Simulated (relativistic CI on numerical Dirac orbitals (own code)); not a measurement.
## Judd-Ofelt analysis for Er³⁺

Computed by Dirac-Coulomb-Breit CI, separate exchange-only KLI orbitals for each configuration, model QED (radiative potential, 1s self-energy scaled to tabulated hydrogen-like ionisation energies), valence Slater integrals scaled by 0.75 (own radial code, finite nucleus).

Configuration 4f11 alone, in intermediate coupling. Take Ω₂ = 4.21, Ω₄ = 4.2, Ω₆ = 4.55 (10⁻²⁰ cm²) and refractive index n = 1.51 as given. A_ED = 64π⁴e²ν³ n(n² + 2)²/[27h(2J + 1)] Σ Ω_λ |U^λ|², in Gaussian units with ν in cm⁻¹, and A_MD is n³ times the free-ion magnetic-dipole rate; a dash marks a rate that is forbidden or under 2 % of the level's free-ion decay.

Emitting level 4F°_9/2 at 14876 cm⁻¹ (radiative decay alone: multiphonon quenching in a host is left out, and the level can lie too high or too low):

| To | ν (cm⁻¹) | U² squared | U⁴ squared | U⁶ squared | Free-ion A(M1) (s⁻¹) |
| --- | --- | --- | --- | --- | --- |
| 4I°_15/2 | 14876 | 0.0000 | 0.4999 | 0.4142 | - |
| 4I°_13/2 | 8419 | 0.0123 | 0.1350 | 0.0380 | - |
| 4I°_11/2 | 5191 | 0.0817 | 0.0173 | 1.3189 | 2.06 |
| 4I°_9/2 | 3441 | 0.1274 | 0.0069 | 0.0277 | 1.21 |

Problem. Give the rates, branching ratios and the radiative lifetime.

Solution. The rates are:

```json
{"To": "4I°_15/2", "λ (nm)": "672", "A_ED (s⁻¹)": "2920", "A_MD (s⁻¹)": "0", "β (%)": "90.0"}
{"To": "4I°_13/2", "λ (nm)": "1188", "A_ED (s⁻¹)": "105", "A_MD (s⁻¹)": "0", "β (%)": "3.2"}
{"To": "4I°_11/2", "λ (nm)": "1926", "A_ED (s⁻¹)": "200", "A_MD (s⁻¹)": "7.11", "β (%)": "6.4"}
{"To": "4I°_9/2", "λ (nm)": "2906", "A_ED (s⁻¹)": "6.26", "A_MD (s⁻¹)": "4.17", "β (%)": "0.3"}
```

τ_rad = 3.09e-04 s. Computed level positions enter as ν³, so measured ones would change the rates. For the strongest line (672 nm) and an assumed effective width Δλ = 14 nm (300 cm⁻¹), the Füchtbauer-Ladenburg formula σ = λ⁴A/(8πcn²Δλ) gives a peak emission cross-section of 2.6 × 10⁻²⁰ cm².
